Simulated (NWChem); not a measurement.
System: SbH$_{2}$O$_{2}$F; SMILES [OH][Sb]([OH])[F]

NWChem input:

```
start job
memory heap 200 mb stack 900 mb global 1100 mb
geometry units angstroms noautoz
  Sb     0.078305    -0.085945     0.398188
  F      0.543022     1.661393    -0.315313
  O      0.891306    -1.141386    -1.045443
  H      0.523459    -0.938617    -1.916504
  O     -1.746147     0.064881    -0.333910
  H     -1.806079     0.841630    -0.908390
end
basis spherical
  Sb library def2-svp
  F library def2-svp
  O library def2-svp
  H library def2-svp
end
ecp
  Sb library def2-ecp
end
dft
  xc optx lyp
  iterations 150
  mulliken
end
task dft energy
```

Parts of the log:

```
             Northwest Computational Chemistry Package (NWChem) 7.3.0
             --------------------------------------------------------

 C1  symmetry detected

                             Geometry "geometry" -> ""
                             -------------------------

 Output coordinates in angstroms (scale by  1.889725989 to convert to a.u.)

  No.       Tag          Charge          X              Y              Z
 ---- ---------------- ---------- -------------- -------------- --------------
    1 Sb                  51.0000    -0.01832390    -0.05945134     0.36976180
    2 F                    9.0000     1.34143308     1.02310222    -0.50051081
    3 O                    8.0000     0.17849155    -1.63720066    -0.78391387
    4 H                    1.0000     0.01973356    -1.44553008    -1.71838284
    5 O                    8.0000    -1.44203931     0.86644725    -0.63178066
    6 H                    1.0000    -1.04973021     1.43565572    -1.30931545

 Effective nuclear repulsion energy (a.u.)     419.1478181133

                                 NWChem DFT Module
                                 -----------------

 Summary of "ao basis" -> "ao basis" (spherical)
 ------------------------------------------------------------------------------
       Tag                 Description            Shells   Functions and Types
 ---------------- ------------------------------  ------  ---------------------
 Sb                         def2-svp                10       26   4s4p2d
 F                          def2-svp                 6       14   3s2p1d
 O                          def2-svp                 6       14   3s2p1d
 H                          def2-svp                 3        5   2s1p

            General Information
            -------------------
          SCF calculation type: DFT
          Wavefunction type:  closed shell.
          No. of atoms     :     6
          No. of electrons :    50
           Alpha electrons :    25
            Beta electrons :    25
          Charge           :     0
          Spin multiplicity:     1
          Use of symmetry is: off; symmetry adaption is: off
          Maximum number of iterations: 150
          AO basis - number of functions:    78
                     number of shells:    34
          Convergence on energy requested:  1.00D-06
          Convergence on density requested:  1.00D-05
          Convergence on gradient requested:  5.00D-04

              XC Information
              --------------
                        Slater Exchange Functional  1.052 local
                      OPTX     Exchange Functional  1.432 non-local
              Lee-Yang-Parr Correlation Functional  1.000

             Grid Information
             ----------------
          Grid used for XC integration:  medium
          Radial quadrature: Mura-Knowles
          Angular quadrature: Lebedev.
          Tag              B.-S. Rad. Rad. Pts. Rad. Cut. Ang. Pts.
          ---              ---------- --------- --------- ---------
          Sb                  1.45      123           8.0       590
          F                   0.50       49           8.0       434
          O                   0.60       49          10.0       434
          H                   0.35       45           9.0       434
          Grid pruning is: on
          Number of quadrature shells:   360
          Spatial weights used:  Erf1

      Superposition of Atomic Density Guess
      -------------------------------------

 Sum of atomic energies:        -527.28569148

      Non-variational initial energy
      ------------------------------

 Total energy =    -489.235090
 1-e energy   =   -1200.580967
 2-e energy   =     493.166106
 HOMO         =      -0.341376
 LUMO         =       0.001044

     ---------------------------------------------
      Total Density - Mulliken Population Analysis
     ---------------------------------------------

    Atom       Charge   Shell Charges
 -----------   ------   -------------------------------------------------------
    1 Sb  23    21.17   2.11 -0.08  1.18  0.61  2.99  3.02  0.78  0.42  9.82  0.33
    2 F    9     9.71   1.99  1.15  0.81  3.53  2.22  0.00
    3 O    8     8.89   1.99  1.11  0.68  3.06  2.05  0.00
    4 H    1     0.67   0.53  0.08  0.06
    5 O    8     8.90   1.99  1.11  0.68  3.06  2.05  0.00
    6 H    1     0.67   0.53  0.08  0.06

   convergence    iter        energy       DeltaE   RMS-Dens  Diis-err
 ---------------- ----- ----------------- --------- --------- ---------
 d= 0,ls=0.0,diis     1   -491.6132490803 -7.10D+02  3.40D-02  1.22D+00
 d= 0,ls=0.0,diis     2   -491.0524751579  5.61D-01  2.03D-02  6.71D+00
 d= 0,ls=0.0,diis     3   -491.7696894328 -7.17D-01  2.48D-03  2.84D-02
 d= 0,ls=0.0,diis     4   -491.7705905061 -9.01D-04  1.55D-03  2.01D-02
 d= 0,ls=0.0,diis     5   -491.7720691887 -1.48D-03  6.37D-04  6.44D-03
  Resetting Diis
 d= 0,ls=0.0,diis     6   -491.7727626623 -6.93D-04  7.77D-05  1.63D-05
 d= 0,ls=0.0,diis     7   -491.7727634496 -7.87D-07  1.08D-04  1.57D-05
 d= 0,ls=0.0,diis     8   -491.7727537388  9.71D-06  7.49D-05  1.13D-04
 d= 0,ls=0.0,diis     9   -491.7727651140 -1.14D-05  4.02D-06  9.51D-08
 d= 0,ls=0.0,diis    10   -491.7727651255 -1.15D-08  1.33D-06  2.35D-08

         Total DFT energy =     -491.772765125530
      One electron energy =    -1203.329700916839
           Coulomb energy =      541.466552473498
    Exchange-Corr. energy =      -48.089387892998
 Nuclear repulsion energy =      218.179771210810

 Numeric. integr. density =       50.000017155432

                       DFT Final Molecular Orbital Analysis
                       ------------------------------------

 Vector   23  Occ=2.000000D+00  E=-2.710459D-01
              MO Center= -5.1D-01,  4.5D-01, -3.1D-01, r^2= 3.2D+00
   Bfn.  Coefficient  Atom+Function         Bfn.  Coefficient  Atom+Function
  ----- ------------  ---------------      ----- ------------  ---------------
    63      0.380890  5 O  px                66      0.288198  5 O  px
    64     -0.243779  5 O  py                32     -0.240271  2 F  pz
     3     -0.219160  1 Sb s                 13     -0.216485  1 Sb pz
    35      0.175483  2 F  pz                67     -0.175217  5 O  py
     4     -0.167270  1 Sb s                 45     -0.146775  3 O  py

 Vector   24  Occ=2.000000D+00  E=-2.627288D-01
              MO Center=  6.7D-02, -1.1D+00, -6.2D-01, r^2= 2.2D+00
   Bfn.  Coefficient  Atom+Function         Bfn.  Coefficient  Atom+Function
  ----- ------------  ---------------      ----- ------------  ---------------
    44      0.487345  3 O  px                47      0.361777  3 O  px
    45      0.254562  3 O  py                48      0.194077  3 O  py
    31     -0.145975  2 F  py                63      0.140890  5 O  px
    13     -0.133939  1 Sb pz                65      0.118141  5 O  pz
     3     -0.113997  1 Sb s                 34      0.109490  2 F  py

 Vector   25  Occ=2.000000D+00  E=-2.447926D-01
              MO Center= -6.7D-01,  1.9D-02, -4.8D-01, r^2= 3.1D+00
   Bfn.  Coefficient  Atom+Function         Bfn.  Coefficient  Atom+Function
  ----- ------------  ---------------      ----- ------------  ---------------
    64      0.345349  5 O  py                65      0.334083  5 O  pz
    44     -0.269767  3 O  px                67      0.270036  5 O  py
    68      0.247820  5 O  pz                45      0.208656  3 O  py
    47     -0.207955  3 O  px                 3     -0.201233  1 Sb s
    48      0.165716  3 O  py                13     -0.162775  1 Sb pz

 Vector   26  Occ=0.000000D+00  E=-5.494854D-02
              MO Center= -3.6D-02, -1.3D-01,  4.2D-01, r^2= 3.3D+00
   Bfn.  Coefficient  Atom+Function         Bfn.  Coefficient  Atom+Function
  ----- ------------  ---------------      ----- ------------  ---------------
    14      0.632295  1 Sb px                11      0.502308  1 Sb px
    62      0.288968  5 O  s                 15      0.234521  1 Sb py
    29     -0.232707  2 F  s                 44     -0.193443  3 O  px
    47     -0.180811  3 O  px                 8     -0.176272  1 Sb px
    32      0.171382  2 F  pz                12      0.165570  1 Sb py

 Vector   27  Occ=0.000000D+00  E=-3.750879D-02
              MO Center= -2.4D-02, -2.8D-02,  3.9D-01, r^2= 3.6D+00
   Bfn.  Coefficient  Atom+Function         Bfn.  Coefficient  Atom+Function
  ----- ------------  ---------------      ----- ------------  ---------------
    15      0.692509  1 Sb py                12      0.457361  1 Sb py
    43      0.438595  3 O  s                 62     -0.249155  5 O  s
    14     -0.244247  1 Sb px                56     -0.210843  4 H  s
     9     -0.162577  1 Sb py                11     -0.152822  1 Sb px
    65     -0.150341  5 O  pz                68     -0.150833  5 O  pz

 Vector   28  Occ=0.000000D+00  E=-1.403343D-03
              MO Center= -1.8D-01,  3.5D-02, -5.9D-01, r^2= 4.3D+00
   Bfn.  Coefficient  Atom+Function         Bfn.  Coefficient  Atom+Function
  ----- ------------  ---------------      ----- ------------  ---------------
    16      0.548728  1 Sb pz                 3     -0.465201  1 Sb s
    62      0.458929  5 O  s                 75     -0.433327  6 H  s
    56     -0.417501  4 H  s                 43      0.408129  3 O  s
    13      0.352780  1 Sb pz                66      0.245069  5 O  px
    48      0.234102  3 O  py                45      0.228263  3 O  py

     ---------------------------------------------
      Total Density - Mulliken Population Analysis
     ---------------------------------------------

[...]
```

Level: OLYP/def2-SVP with def2 effective core potentials on Sb. All runs use the structure optimised with PBE0/def2-SVP. def2 effective core potentials on Sb; no spin-orbit coupling.
